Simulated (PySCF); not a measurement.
Isomers of C8H12, mass 108.094 u with the commonest isotopes. Method: PBE0/def2-SVPD in PySCF (dipole) on a GFN2-xTB geometry, gas phase. One conformer each, none proved a minimum here; rigid rotors.

**Question.** Order these by rotational constant C, largest first.
A. 1,5,5-trimethylcyclopentadiene, `CC1(C=CC=C1C)C`
B. `[CH2:1]=[CH:2][CH2:3][CH2:4][CH:5]=[C:6]1[CH2:7][CH2:8]1` with C1–C2–C3–C4 118°, C2–C3–C4–C5 -64°, C3–C4–C5–C6 -118°
C. `[CH2:1]=[CH:2]/[CH:3]=[CH:4]\[C@H:5]([CH3:6])[CH:7]=[CH2:8]` with C1–C2–C3–C4 180°, C3–C4–C5–C6 -118°, C4–C5–C7–C8 116°
D. `[CH3:1][CH2:2][C:3]#[C:4]/[CH:5]=[CH:6]/[CH2:7][CH3:8]` with C5–C6–C7–C8 119°

**Answer.** A (1644 MHz), C (868.6 MHz), B (843.4 MHz), D (584.2 MHz).

**Question.** Order these by out-of-plane moment Σ m c² = (Ia + Ib − Ic)/2, smallest first.
A. 1,5,5-trimethylcyclopentadiene, `CC1=CC=CC1(C)C`
B. `[CH3:1][CH2:2][C:3]#[C:4]/[CH:5]=[CH:6]/[CH2:7][CH3:8]` with C5–C6–C7–C8 119°
C. `[CH2:1]=[CH:2]/[CH:3]=[CH:4]\[C@H:5]([CH3:6])[CH:7]=[CH2:8]` with C1–C2–C3–C4 180°, C3–C4–C5–C6 -118°, C4–C5–C7–C8 116°
D. `[CH2:1]=[CH:2][CH2:3][CH2:4][CH:5]=[C:6]1[CH2:7][CH2:8]1` with C1–C2–C3–C4 118°, C2–C3–C4–C5 -64°, C3–C4–C5–C6 -118°

**Answer.** B (16.87 u·Å²), D (25.22 u·Å²), C (35.63 u·Å²), A (55.13 u·Å²).

**Question.** Order these by rotational constant A, largest first.
A. `[CH2:1]=[CH:2]/[CH:3]=[CH:4]\[C@H:5]([CH3:6])[CH:7]=[CH2:8]` with C1–C2–C3–C4 180°, C3–C4–C5–C6 -118°, C4–C5–C7–C8 116°
B. 1,5,5-trimethylcyclopentadiene (`CC1=CC=CC1(C)C`)
C. `[CH3:1][CH2:2][C:3]#[C:4]/[CH:5]=[CH:6]/[CH2:7][CH3:8]` with C5–C6–C7–C8 119°
D. `[CH2:1]=[CH:2][CH2:3][CH2:4][CH:5]=[C:6]1[CH2:7][CH2:8]1` with C1–C2–C3–C4 118°, C2–C3–C4–C5 -64°, C3–C4–C5–C6 -118°

**Answer.** C (6418 MHz), A (4743 MHz), D (4616 MHz), B (2468 MHz).

```tsv
SMILES	point group	Ia (u·Å²)	Ib (u·Å²)	Ic (u·Å²)	κ	μa (D)	μb (D)	μc (D)
C=C/C=C\[C@H](C)C=C	C1	106.56	546.53	581.83	-0.97	0.07	0.20	0.15
CC1=CC=CC1(C)C	Cs	204.77	212.88	307.38	0.77	0.63	0.05	0.00
CCC#C/C=C/CC	C1	78.74	820.05	865.06	-0.99	0.05	0.35	0.10
C=CCCC=C1CC1	C1	109.48	540.22	599.25	-0.95	0.26	0.36	0.08
```
